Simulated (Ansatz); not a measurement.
Two isomers of CH8FNOSi2: A = `CN([SiH2]O)[SiH2]F`, B = `CO[Si](N)(F)[SiH3]`.

Calculated with Ansatz (gas phase, PBE0-D4/def2-TZVP geometries, no zero-point term in ΔE). CCSD(T)/CBS adds triple-zeta CCSD(T) − MP2 to the extrapolated MP2 energy (def2 sets, frozen cores). Functionals use def2-TZVPP. One conformer a species, not always the lowest.

**Question.** Which isomer does CCSD(T)/CBS put lower? Give the gap. (Best estimate.)

**Answer.** Computed: A, by 17.0 kcal/mol.

**Question.** Give E(B) − E(A) in kcal/mol with MP2/def2-TZVPP, PBE-D4, r2SCAN-D4, HF/def2-TZVPP, ωB97M-V, B2PLYP, PBE0-D4. (Best estimate.)

**Answer.** Ansatz gave: MP2/def2-TZVPP 20.0, PBE-D4 11.5, r2SCAN-D4 13.8, HF/def2-TZVPP 16.6, ωB97M-V 16.7, B2PLYP 16.2, PBE0-D4 12.9. None reverses the order clearly.

Largest T1 diagnostic: 0.012.

From PBE to PBE0 (25 % exact exchange), in def2-TZVPP and without D4, E(B) − E(A) moves by +1.5 kcal/mol.
